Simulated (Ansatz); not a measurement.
This geometry of CH5GaS2 (9 atoms, charge 0, multiplicity 1) is a first-order saddle point.

These are results of RKS B3LYP-D4/def2-SVP in Ansatz 0.2.0, not measurements.

```xyz
9
Properties=species:S:1:pos:R:3
C -0.452 1.068 -0.436
Ga -0.776 -0.331 0.916
S 0.626 -2.053 1.051
S 2.113 -1.731 -0.461
H -1.222 1.852 -0.385
H -0.462 0.632 -1.448
H 0.534 1.534 -0.275
H -1.917 -0.454 1.980
H 1.644 -0.564 -0.960
```

**Question.** Which two structures does it join? (They come from a converged band through this point; their orientation in space is the band's.)

**Answer.** No bond is made or broken. The dihedral Ga2–S3–S4–H9 goes from -93 to 97°.

First end point:

```xyz
9
Properties=species:S:1:pos:R:3
C -0.596 1.167 -0.441
Ga -0.803 -0.270 0.886
S 0.835 -1.774 1.177
S 2.363 -1.081 -0.131
H -1.004 2.116 -0.061
H -1.158 0.898 -1.352
H 0.462 1.292 -0.710
H -2.026 -0.574 1.825
H 2.014 -1.822 -1.212
```

Last end point:

```xyz
9
Properties=species:S:1:pos:R:3
C -0.650 1.131 -0.500
Ga -0.828 -0.298 0.839
S 0.612 -2.018 0.866
S 1.869 -1.623 -0.805
H -0.589 2.112 -0.002
H -1.539 1.141 -1.151
H 0.245 0.972 -1.117
H -1.903 -0.446 1.975
H 2.872 -1.017 -0.122
```

**Question.** How far does it lie above each of them?

**Answer.** 0.176 eV above the first and 0.179 eV above the second. This is the barrier of this one path; another mechanism may lie lower.

Run time: 12 min on 2 threads of Intel(R) Xeon(R) 6975P-C (Granite Rapids) (shared host), peak memory 0.28 GiB.
